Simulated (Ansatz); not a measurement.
Tetramethylammonium triiodophenyl difluorosulfonate ester, `C[N+](C)(C)C.O=C(Oc1c(I)cc(I)cc1I)C(F)(F)S(=O)(=O)[O-]`. The state is a singlet with charge 0. Geometry PBE-D4/def2-SVP; atoms count from 1.

| atom | x (Å) | y (Å) | z (Å) |
| --- | --- | --- | --- |
| C1 | 3.406 | -0.062 | 1.530 |
| N2 | 2.377 | -0.863 | 2.286 |
| C3 | 2.708 | -0.890 | 3.743 |
| C4 | 2.367 | -2.271 | 1.745 |
| C5 | 1.025 | -0.225 | 2.081 |
| H6 | 4.387 | -0.561 | 1.633 |
| H7 | 3.074 | -0.009 | 0.471 |
| H8 | 3.445 | 0.954 | 1.965 |
| H9 | 2.708 | 0.143 | 4.136 |
| H10 | 1.946 | -1.490 | 4.273 |
| H11 | 3.706 | -1.345 | 3.882 |
| H12 | 2.219 | -2.247 | 0.642 |
| H13 | 3.343 | -2.734 | 1.982 |
| H14 | 1.551 | -2.829 | 2.239 |
| H15 | 0.872 | -0.095 | 0.992 |
| H16 | 1.027 | 0.760 | 2.582 |
| H17 | 0.248 | -0.878 | 2.515 |
| O18 | -1.499 | 0.098 | 0.049 |
| C19 | -1.295 | -0.442 | -1.013 |
| O20 | -1.812 | -0.038 | -2.214 |
| C21 | -2.674 | 1.042 | -2.204 |
| C22 | -2.198 | 2.329 | -2.524 |
| I23 | -0.152 | 2.586 | -2.944 |
| C24 | -3.079 | 3.421 | -2.576 |
| C25 | -4.438 | 3.212 | -2.299 |
| I26 | -5.774 | 4.857 | -2.374 |
| C27 | -4.939 | 1.940 | -1.983 |
| C28 | -4.045 | 0.860 | -1.939 |
| I29 | -4.778 | -1.074 | -1.500 |
| C30 | -0.373 | -1.641 | -1.224 |
| F31 | -0.861 | -2.507 | -2.135 |
| F32 | -0.256 | -2.290 | -0.025 |
| S33 | 1.383 | -1.064 | -1.758 |
| O34 | 1.562 | 0.174 | -0.900 |
| O35 | 1.272 | -0.821 | -3.210 |
| O36 | 2.252 | -2.207 | -1.317 |
| H37 | -2.700 | 4.420 | -2.830 |
| H38 | -6.006 | 1.785 | -1.777 |

In the def2 sets I takes a core potential; there is no spin–orbit coupling. Single mean-field runs in def2-TZVP are fitted with def2-universal-jkfit.

(1) Estimate the Mulliken populations of the heavy atoms from the PBE0/def2-TZVP orbitals of Ansatz.

(2) And the Mayer bond orders between heavy atoms (over 0.3)?

Answers

(1) 
```json
{"atom": "C1", "charge (e)": "-0.31"}
{"atom": "N2", "charge (e)": "0.05"}
{"atom": "C3", "charge (e)": "-0.30"}
{"atom": "C4", "charge (e)": "-0.31"}
{"atom": "C5", "charge (e)": "-0.31"}
{"atom": "O18", "charge (e)": "-0.31"}
{"atom": "C19", "charge (e)": "0.28"}
{"atom": "O20", "charge (e)": "-0.21"}
{"atom": "C21", "charge (e)": "0.10"}
{"atom": "C22", "charge (e)": "0.11"}
{"atom": "I23", "charge (e)": "0.04"}
{"atom": "C24", "charge (e)": "-0.37"}
{"atom": "C25", "charge (e)": "0.23"}
{"atom": "I26", "charge (e)": "-0.03"}
{"atom": "C27", "charge (e)": "-0.37"}
{"atom": "C28", "charge (e)": "0.14"}
{"atom": "I29", "charge (e)": "0.00"}
{"atom": "C30", "charge (e)": "0.26"}
{"atom": "F31", "charge (e)": "-0.14"}
{"atom": "F32", "charge (e)": "-0.18"}
{"atom": "S33", "charge (e)": "0.83"}
{"atom": "O34", "charge (e)": "-0.56"}
{"atom": "O35", "charge (e)": "-0.45"}
{"atom": "O36", "charge (e)": "-0.51"}
```
Mulliken values depend strongly on the basis.

(2) C1–N2 0.93 (1.51 Å); N2–C3 0.94 (1.50 Å); N2–C4 0.93 (1.51 Å); N2–C5 0.93 (1.51 Å); O18–C19 2.01 (1.21 Å); C19–O20 1.10 (1.37 Å); C19–C30 0.93 (1.53 Å); O20–C21 0.97 (1.38 Å); C21–C22 1.34 (1.41 Å); C21–C28 1.36 (1.41 Å); C22–I23 1.03 (2.10 Å); C22–C24 1.37 (1.40 Å); C24–C25 1.36 (1.40 Å); C25–I26 0.97 (2.12 Å); C25–C27 1.36 (1.40 Å); C27–C28 1.37 (1.40 Å); C28–I29 1.02 (2.11 Å); C30–F31 1.14 (1.35 Å); C30–F32 1.05 (1.37 Å); C30–S33 0.80 (1.92 Å); S33–O34 1.53 (1.52 Å); S33–O35 1.84 (1.48 Å); S33–O36 1.66 (1.50 Å).
